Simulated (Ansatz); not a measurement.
The first iterations of a band of C$_{2}$H$_{3}$BOS (8 atoms, charge 0, multiplicity 1).

Theory: RKS PBE-D4/def2-SVP in Ansatz 0.2.0.

```yaml
movable_images: 7
climbing_image: yes
spring: 5.0 eV/Å²
optimiser: quadratic models (default)
start_path: through a guess of the saddle point
force_threshold: 0.05 eV/Å
iteration_limit: 60
end_points: relaxed
```

First end point:

```xyz
8
Properties=species:S:1:pos:R:3
B -0.269 1.162 0.063
C 0.589 -0.006 0.556
C 0.215 -1.148 -0.112
S -1.061 -0.897 -1.249
O -1.183 0.754 -0.912
H -0.301 2.338 0.356
H 1.391 -0.033 1.307
H 0.619 -2.169 -0.010
```

Last end point:

```xyz
8
Properties=species:S:1:pos:R:3
B -0.290 0.675 -0.086
C 0.736 -0.256 0.630
C 0.310 -1.336 -0.073
S -1.021 -0.718 -1.160
O -0.586 1.986 -0.011
H -1.301 2.258 -0.616
H 1.529 -0.214 1.389
H 0.623 -2.396 -0.072
```

| iteration | highest image above the first end (eV) | largest band force component (eV/Å) |
| --- | --- | --- |
| 1 | 14.087 | 50.952 |
| 2 | 4.423 | 18.526 |
| 3 | 2.937 | 4.189 |
| 4 | 2.949 | 4.605 |
| 5 | 2.838 | 2.820 |
| 6 | 2.577 | 1.643 |
| 7 | 2.463 | 3.342 |
| 8 | 2.355 | 0.959 |
| 9 | 2.096 | 0.877 |

Q: Does the band converge within its limit, and where does its top end?

A: The forces met the threshold. It ended after 28 iterations with the highest image 2.431 eV above the first end. The profile has 2 maxima (images 2, 6) with wells between them (image 5): this band takes more than one step, which may be the mechanism or a detour left from its start path. Neighbouring images differ by up to 1.6 eV, so the band resolves the path poorly. The order of the stationary point at the top wasn't checked. The orbitals stay closed-shell, which can raise the energy where a bond breaks towards radicals; this wasn't checked here.

Run time: 2.9 min on 2 threads of Intel(R) Xeon(R) Platinum 8488C (Sapphire Rapids) (shared host), peak memory 0.17 GiB.
